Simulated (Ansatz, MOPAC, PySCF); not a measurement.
Pair of molecules: HF (SMILES F) (first 2 atoms) with CH3Br (SMILES CBr); geometry from B3LYP-D3(BJ)/def2-TZVP.
(charge 0, multiplicity 1):
```json
[
 {"atom": "F", "x (Å)": "-0.0394", "y (Å)": "-0.1485", "z (Å)": "0.6416"},
 {"atom": "H", "x (Å)": "-0.0625", "y (Å)": "-0.6487", "z (Å)": "1.4319"},
 {"atom": "C", "x (Å)": "-0.2517", "y (Å)": "1.0414", "z (Å)": "3.8377"},
 {"atom": "Br", "x (Å)": "-0.1735", "y (Å)": "-0.9223", "z (Å)": "3.7719"},
 {"atom": "H", "x (Å)": "-1.1902", "y (Å)": "1.3075", "z (Å)": "4.3099"},
 {"atom": "H", "x (Å)": "-0.2019", "y (Å)": "1.3946", "z (Å)": "2.8142"},
 {"atom": "H", "x (Å)": "0.5990", "y (Å)": "1.3750", "z (Å)": "4.4204"}
]
```

Monomers are frozen at their geometry in the pair; levels with a basis set take the counterpoise correction.

The state reached by AM1, PM3, PM6, PM7 isn't checked; PM7 holds dispersion and hydrogen-bond terms.

The values were computed with Ansatz (an electronic-structure program) with Gaussian orbitals; MOPAC for AM1, PM3, PM6, PM7 (differences of heats of formation); PySCF for M06-2X, the dispersion terms. Each number belongs to the level named beside it.

| level | interaction energy (kcal/mol) |
|---|---|
| AM1 | -0.06 |
| PM3 | -0.39 |
| PM6 | -0.16 |
| PM7 | 1.60 |
| BLYP-D4/def2-TZVPPD | -4.85 |
| r2SCAN-D3(BJ)/def2-TZVPPD | ? |
| B3LYP-D3(BJ)/def2-TZVPPD | -5.18 |
| BHLYP-D3(BJ)/def2-TZVPPD | -5.23 |
| M06-2X/def2-TZVPPD | -5.11 |

Task: Complete the blanks.

Result: 
- r2SCAN-D3(BJ)/def2-TZVPPD, interaction energy (kcal/mol): -5.51
